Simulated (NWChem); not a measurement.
Species: TiNH2Cl3; SMILES [Cl][Ti]([NH2])([Cl])[Cl]

```xyz
7

Ti     0.0148     0.0192    -0.1918
Cl     0.3976     2.0429     0.5056
Cl     1.5089    -1.4327     0.4570
Cl    -1.9637    -0.6853     0.4171
N      0.0699     0.0901    -2.0103
H      0.0851     0.9537    -2.5498
H      0.0721    -0.7309    -2.6137
```
Atoms are numbered in this order, from 1.

Results from NWChem. Pople sets run with spherical d functions. Geometry: optimised at PBE0/def2-SVP. No frequency run checked for a minimum.

For level Hartree-Fock/STO-3G:

```yaml
highest occupied level (eV): -10.10
orbital gap (eV): 15.48
dipole (D): 3.29
```

Question: Estimate the same quantities for level Hartree-Fock/6-31G*.

Answer: The highest occupied level (eV) is -11.92 and the orbital gap (eV) comes out as 12.60. The dipole (D) is 3.67.
